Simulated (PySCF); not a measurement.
Several orderings of computed values.

Each SMILES stands for a single optimised conformer of the isolated species, non-relativistic unless stated. Electronic properties by PySCF.

Dipoles, sizes and rotational constants follow the conformer. The torsions of the flexible species, by atom-mapped SMILES:
- `[CH:1]#[C:2][CH2:3][n:4]1[cH:5][cH:6][c:7]([CH3:8])[n:9]1`: C2–C3–N4–C5 58°
- `[CH2:1]=[C:2]1[CH2:3][C@@H:4]([CH2:5][Cl:6])[C@H:7]1[F:8]`: C3–C4–C5–Cl6 -71°
- `[CH2:1]=[CH:2][CH2:3][C:4](=[O:5])[SiH2:6][CH2:7][Cl:8]`: C1–C2–C3–C4 105°, C2–C3–C4–O5 95°, C3–C4–Si6–C7 171°, C4–Si6–C7–Cl8 178°
- `[CH3:1][C:2]1([C@@H:3]([Cl:4])[CH2:5][F:6])[CH:7]=[CH:8]1`: C1–C2–C3–Cl4 -66°, C2–C3–C5–F6 61°
- `[F:1][CH2:2][c:3]1[cH:4][cH:5][n:6][s:7]1`: F1–C2–C3–C4 0°
- `[CH3:1][Si@H:2]([SiH3:3])/[C:4]([C:5]#[N:6])=[CH:7]\[F:8]`: C1–Si2–C4–C5 14°

The conformers of `OCC1OCOCO1` aren't listed.

Question: Rank by lowest triplet excitation (Tamm–Dancoff), lowest first (TDA B3LYP/def2-SVPD at GFN2-xTB geometries).
A. `C[C@@H]1C[C@H](Cl)/C1=C/F`
B. `C#CCn1ccc(C)n1`
C. `C=CCC(=O)[SiH2]CCl`
D. `C=C1C[C@@H](CCl)[C@H]1F`

Answer: C (2.75 eV), A (4.07 eV), D (4.21 eV), B (4.67 eV).

Question: Rank by HOMO energy, highest first (B3LYP/def2-SVPD at GFN2-xTB geometries).
A. `N#Cc1ccn[nH]1`
B. `CC(F)(F)C#P`
C. `CC1([C@@H](Cl)CF)C=C1`
D. `FCc1ccns1`
E. `OCC1OCOCO1`
F. `C#CCN1C=CC(C)=N1`
G. `C[C@@H]1C[C@H](Cl)/C1=C/F`

Answer: F (-6.74 eV), G (-7.20 eV), C (-7.42 eV), D (-7.54 eV), A (-7.75 eV), E (-7.89 eV), B (-8.13 eV).

Question: Rank by electronic spatial extent ⟨r²⟩ about the centre of nuclear charge, lowest first (B3LYP/def2-SVPD at GFN2-xTB geometries).
A. `C[C@@H]1C[C@H](Cl)/C1=C/F`
B. `C=CCC(=O)[SiH2]CCl`
C. `FCc1ccns1`
D. `N#Cc1ccn[nH]1`
E. `C=C1C[C@@H](CCl)[C@H]1F`
F. `CC(F)(F)C#P`
G. `CC1([C@@H](Cl)CF)C=C1`

Answer: D (665 bohr²), F (735 bohr²), C (863 bohr²), G (1141 bohr²), A (1240 bohr²), E (1331 bohr²), B (2037 bohr²).

By how much do the two ends of that ranking differ?

By 1372 bohr², between `C=CCC(=O)[SiH2]CCl` and `N#Cc1ccn[nH]1`.

Question: Rank by lowest singlet excitation, lowest first (TDDFT B3LYP/def2-SVPD at GFN2-xTB geometries).
A. `Cc1nnc(C#N)n1C`
B. `C=C1C[C@@H](CCl)[C@H]1F`
C. `C[C@@H]1C[C@H](Cl)/C1=C/F`
D. `OCC1OCOCO1`
E. `C=CCC(=O)[SiH2]CCl`
F. `CC1([C@@H](Cl)CF)C=C1`
G. `FCc1ccns1`
H. `CC(F)(F)C#P`

Answer: E (3.35 eV), H (4.30 eV), A (4.53 eV), G (5.46 eV), F (5.90 eV), C (6.02 eV), B (6.35 eV), D (7.22 eV).

Give the two extremes of that set as wavelengths.

`C=CCC(=O)[SiH2]CCl`: 370 nm; `OCC1OCOCO1`: 172 nm.

Question: Rank by smallest rotational constant, lowest first (GFN2-xTB).
A. `C#CCn1ccc(C)n1`
B. `Cc1nnc(C#N)n1C`
C. `C=CCC(=O)[SiH2]CCl`
D. `C[C@@H]1C[C@H](Cl)/C1=C/F`
E. `C[Si@H]([SiH3])/C(C#N)=C\F`
F. `C1C([C@@H](Cl)CF)(C=1)C`

Answer: C (0.531 GHz), E (0.775 GHz), A (0.882 GHz), D (0.936 GHz), B (0.991 GHz), F (1.092 GHz).

By how much do the two ends of that ranking differ?

By 0.561 GHz, between `CC1([C@@H](Cl)CF)C=C1` and `C=CCC(=O)[SiH2]CCl`.

Question: Rank by static isotropic polarisability, lowest first (B3LYP/def2-SVPD at GFN2-xTB geometries).
A. `C[C@@H]1C[C@H](Cl)/C1=C/F`
B. `OCC1OCOCO1`
C. `CC1(C=C1)[C@@H](Cl)CF`
D. `C#CCn1ccc(C)n1`
E. `CC(F)(F)C#P`

Answer: E (62.2 au), B (64.8 au), C (82.7 au), A (84.7 au), D (93.1 au).

Give the two extremes of that set as polarisability volumes in Å³.

`CC(F)(F)C#P`: 9.21 Å³; `C#CCn1ccc(C)n1`: 13.80 Å³.
